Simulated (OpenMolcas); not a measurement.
## La: CASPT2 settings compared

```json
{
 "Program": "OpenMolcas 26.06",
 "Basis": "ANO-R2 [8s6p5d2f1g]",
 "Scalar Hamiltonian": "X2C, finite nucleus",
 "Active space": "3 electrons in 6 orbitals (5d 6s)",
 "State averaging": "2S+1 = 4 even, 20 roots; 2S+1 = 2 even, 49 roots (38 in the spin-orbit step)",
 "Spin-orbit coupling": "RASSI with atomic mean-field integrals over the reference wave functions, term energies averaged over their components"
}
```

Methods on the same reference wave functions:
A. CASSCF
B. SS-CASPT2, IPEA 0.35 Eh, sigma2 regulariser 0.3 Eh (closed shells correlated: 4d 5s 5p)
C. SS-CASPT2, IPEA 0.1 Eh, sigma2 regulariser 0.5 Eh (closed shells correlated: 4d 5s 5p)
D. SS-CASPT2, IPEA 0 Eh, imaginary shift 0.2 Eh (closed shells correlated: none)
E. MS-CASPT2, IPEA 0 Eh, imaginary shift 0.2 Eh (closed shells correlated: none)

Energies in cm-1 above 5d 6s2 2D 3/2, the measured ground level; measured values from NIST Handbook of Basic Atomic Spectroscopic Data.

```csv
Level,A,B,C,D,E,Measured
5d 6s2 2D 3/2 [61 %],0.0,0.0,0.0,0.0,0.0,0.0
5d2 6s 4F 5/2 [72 %],605,2440,1754,2520,2770,3010
5d2 6s 4F 3/2 [61 %],668,2100,1419,2190,2430,2668
5d 6s2 2D 5/2 [72 %],1144,749,746,745,874,1053
5d2 6s 4F 7/2,1239,2890,2180,2980,3250,3495
5d2 6s 4F 9/2,1857,3510,2800,3610,3880,4122
5d2 6s 4P 1/2,6788,7350,6190,7140,7410,7231
5d2 6s 4P 3/2,6985,7530,6380,7250,7560,7491
5d2 6s 2P 1/2,8839,8880,7860,8270,8550,9044
5d2 6s 2P 3/2 [61 %],9138,9550,7890,8870,9240,
5d2 6s 2F 7/2,9772,8530,8120,7400,7670,8052
5d2 6s 2G 9/2,10487,10160,9260,10080,10210,9920
5d2 6s 2G 7/2,10499,10100,9220,10000,10180,9961
5d2 6s 2D 5/2 [64 %],11420,9190,8900,8340,8790,9184
5d3 4F 3/2 [69 %],11435,12170,11280,12500,12780,12431
5d3 4F 5/2,11718,12510,11620,12840,13120,12787
5d3 4F 7/2,12155,12970,12090,13300,13580,13238
5d3 4F 9/2,12755,13550,12660,13860,14130,13747
```

Deviations, from unrounded energies. A percentage is the sum of absolute deviations over the sum of measured energies, with the sign that they share, or ± where signs differ.

```json
{"Against measurement": "mean absolute deviation (cm-1)", "Levels": "16", "A": "1200", "B": "300", "C": "940", "D": "340", "E": "280"}
{"Against measurement": "fine structure of the ground term (%)", "Levels": "1", "A": "+8.6", "B": "-28.9", "C": "-29.2", "D": "-29.2", "E": "-17.0"}
{"Against measurement": "other configurations (%)", "Levels": "15", "A": "±15.3", "B": "±3.6", "C": "±11.7", "D": "±4.0", "E": "±3.5"}
```

B, E lie about equally close to measurement and A furthest from it. The largest miss of E in the table is 5d2 6s 2P 1/2, by -500 cm-1. The ranking rests on the paired levels alone, and a cruder setting can come out closer through cancelling errors.

Among B to E the level of the table that moves most is 5d2 6s 2P 3/2 [61 %], by 1700 cm-1 (lowest in C, highest in B). Moves below CASPT2's spread within the term are not significant.

The two smallest mean deviations differ by little beside CASPT2's spread within terms, so their order carries little weight.

The lowest spin-free term lies below A's lowest term by 0.360 hartree in B, 0.365 hartree in C, 0.025 hartree in D, 0.026 hartree in E.

Term energies are means over components that CASPT2 splits; among the terms shown or strongly mixed into the levels shown the widest spread is 340 cm-1 (5d2 6s 4F, C). Some high roots are left out of the spin-orbit mixing, which shifts the levels that they would mix with. Configurations are named by rounded mean occupations; where the s occupation lies near a half they are strongly mixed, a name can repeat and a true partner stay unpaired. A single d shell beside an s shell can misplace configurations of different d count against each other. Without dynamic correlation excited terms often stand tens of per cent too high (terms of higher spin than the ground term too low), and those without a measured partner can miss by more than the paired ones (holds for A). Some levels mix across a computed gap that differs much from the measured one, so their mixing is not that of the real levels (holds for A; C). Measured partners are found by configuration, term and J. A level has none where our copy of the source lacks it or the pairing is in doubt (some pairs that miss far off the trend of their configuration count as doubtful), and it then counts in no deviation. Levels of configurations outside the active space are missing. Levels that lie high or do not pair safely by name in every column are left out.

A share in square brackets marks a mixed level and gives the weight of the term that names it, the lowest over the columns.
